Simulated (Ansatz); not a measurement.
def2 core potentials replace the inner electrons of Bi.

Species: C2H5BiO2, SMILES `C=[CH][Bi]([OH])[OH]` (charge 0, multiplicity 1), formula C₂H₅BiO₂.

**Question.** How many basis functions does Ansatz (a quantum-chemistry and plane-wave program) with frozen-core CCSD(T)/def2-TZVPP // PBE0-D3(BJ)/def2-SVP use, how many core orbitals are frozen, and how many electrons are correlated?

**Answer.** 244 basis functions and 8 frozen orbitals, which leaves 40 correlated electrons. Core time is of the order of minutes.
